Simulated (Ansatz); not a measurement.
The same molecule with X = F, Cl, Br. Ansatz, PBE0-D4/def2-TZVP geometries, multiplicity 1. Each molecule was computed in one conformer, which needn't be the lowest.

Scalar relativity is left out up to krypton.

```csv
X,molecule,mean X–Ga bond length / Å,HOMO–LUMO gap (PBE/def2-TZVPP) / eV,LUMO energy (B3LYP/def2-TZVPP) / eV,HOMO–LUMO gap (B3LYP/def2-TZVPP) / eV
F,`[OH][GaH][F]`,1.746,5.96,-1.27,7.84
Br,`[OH][GaH][Br]`,2.291,5.14,-1.51,6.69
```

Question: Give the row for X = Cl, `[OH][GaH][Cl]`. (Best estimate.)

Answer: The calculation gave: 
```csv
X,molecule,mean X–Ga bond length / Å,HOMO–LUMO gap (PBE/def2-TZVPP) / eV,LUMO energy (B3LYP/def2-TZVPP) / eV,HOMO–LUMO gap (B3LYP/def2-TZVPP) / eV
Cl,`[OH][GaH][Cl]`,2.145,5.58,-1.42,7.25
```

From F to Br the mean X–Ga bond length rises at each step, by 0.545 Å in all; the HOMO–LUMO gap (PBE/def2-TZVPP) falls at each step, by 0.82 eV in all; the LUMO energy (B3LYP/def2-TZVPP) falls at each step, by 0.24 eV in all; the HOMO–LUMO gap (B3LYP/def2-TZVPP) falls at each step, by 1.15 eV in all. Bonds lengthen as the atom grows down the group.

B3LYP here is the variant with VWN-RPA as its local correlation; programs differ in this.

Spin–orbit coupling is left out; it splits and shifts lone-pair levels of the heavy atoms by tenths of an eV.
